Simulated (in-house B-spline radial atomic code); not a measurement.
## One electron outside the 1s2 core: the phosphorus ion P¹²⁺

Computed with an all-electron radial atomic-structure program (B-spline basis), no-pair Dirac-Coulomb Hamiltonian, finite nucleus. Rungs: frozen-core Dirac-Hartree-Fock (DHF); Brueckner orbitals from the second-order correlation potential; the same with the Coulomb interaction screened by the core and the hole-particle interaction summed; Breit and QED terms from differences of relaxed Dirac-Fock atoms, where computed. Partial waves beyond l = 6 are extrapolated. The tables show a selection of states; those near core-excited levels, with erratic corrections or far from their DHF start are never shown.

Removal energies (eV):

```json
{"state": "2s1/2", "DHF": "611.745", "second order": "611.883", "screened": "611.886", "Breit + QED": "-0.156", "final": "611.73"}
{"state": "2p1/2", "DHF": "585.786", "second order": "586.09", "screened": "586.094", "Breit + QED": "-0.168", "final": "585.926"}
{"state": "2p3/2", "DHF": "584.307", "second order": "584.606", "screened": "584.61", "Breit + QED": "-0.075", "final": "584.535"}
{"state": "3s1/2", "DHF": "265.958", "second order": "?", "screened": "?", "Breit + QED": "?", "final": "?"}
{"state": "3p1/2", "DHF": "258.813", "second order": "258.887", "screened": "258.888", "Breit + QED": "-0.0477", "final": "258.841"}
{"state": "3p3/2", "DHF": "258.377", "second order": "258.45", "screened": "258.451", "Breit + QED": "-0.0207", "final": "258.43"}
{"state": "3d3/2", "DHF": "255.772", "second order": "255.8", "screened": "255.801", "Breit + QED": "-0.0013", "final": "255.8"}
{"state": "3d5/2", "DHF": "255.643", "second order": "255.671", "screened": "255.672", "Breit + QED": "-0.000558", "final": "255.672"}
{"state": "4s1/2", "DHF": "148.065", "second order": "148.08", "screened": "148.08", "Breit + QED": "-", "final": "-"}
{"state": "4p1/2", "DHF": "145.131", "second order": "145.16", "screened": "145.16", "Breit + QED": "-", "final": "-"}
{"state": "4p3/2", "DHF": "144.947", "second order": "144.976", "screened": "144.976", "Breit + QED": "-", "final": "-"}
{"state": "4d3/2", "DHF": "143.864", "second order": "143.877", "screened": "143.877", "Breit + QED": "-0.000747", "final": "143.876"}
{"state": "4d5/2", "DHF": "143.81", "second order": "143.822", "screened": "143.823", "Breit + QED": "-0.000288", "final": "143.822"}
{"state": "4f5/2", "DHF": "143.758", "second order": "?", "screened": "?", "Breit + QED": "?", "final": "?"}
{"state": "4f7/2", "DHF": "143.731", "second order": "143.734", "screened": "143.734", "Breit + QED": "-", "final": "-"}
{"state": "5s1/2", "DHF": "94.1893", "second order": "94.1966", "screened": "94.1968", "Breit + QED": "-", "final": "-"}
{"state": "5p1/2", "DHF": "92.7069", "second order": "92.721", "screened": "92.7212", "Breit + QED": "-", "final": "-"}
{"state": "5p3/2", "DHF": "92.6131", "second order": "92.627", "screened": "92.6271", "Breit + QED": "-", "final": "-"}
{"state": "5d3/2", "DHF": "92.0624", "second order": "92.0689", "screened": "92.0691", "Breit + QED": "-", "final": "-"}
{"state": "5d5/2", "DHF": "92.0346", "second order": "92.041", "screened": "92.0412", "Breit + QED": "-", "final": "-"}
{"state": "5f5/2", "DHF": "92.0053", "second order": "92.0068", "screened": "92.0069", "Breit + QED": "-", "final": "-"}
```

Problem. What does correlation do to 3s1/2?

Solution. It adds 0.0375 eV to the removal energy in second order and 0.03853 eV with screening; Breit and QED add -0.0445 eV, for a final 265.952 eV.

Problem. What does correlation do to 4f5/2?

Solution. It adds 0.002623 eV to the removal energy in second order and 0.002693 eV with screening, giving 143.761 eV before Breit and QED terms, which weren't computed for this state.

Problem. How does the lowest state compare with the NIST ionisation energy?

Solution. 2s1/2 is bound by 611.730 eV, without recoil; NIST lists 611.741 ± 0.007 eV (tabulated theory), a difference of -0.011 eV.

Electric-dipole lines from 2s1/2 (reduced matrix elements in atomic units, length form, static core polarisation, sign of DHF taken positive):

```json
{"upper": "2p1/2", "DHF": "0.318", "+ core polarisation": "0.317", "+ Brueckner": "0.3168", "λ (nm)": "48.047", "A (s⁻¹)": "9.17e+08"}
{"upper": "2p3/2", "DHF": "0.4508", "+ core polarisation": "0.4493", "+ Brueckner": "0.4491", "λ (nm)": "45.591", "A (s⁻¹)": "1.08e+09"}
```

Magnetic hyperfine constants per unit nuclear g factor (MHz, nucleus as a uniformly magnetised ball; they apply to isotopes with nuclear spin):

```tsv
state	DHF	+ core polarisation	+ Brueckner
2s1/2	86530	90680	90750
2p1/2	26330	27440	27480
2p3/2	5172	4263	4269
3s1/2	24930	26040	26050
3p1/2	7718	7978	7984
3p3/2	1516	1311	1312
```
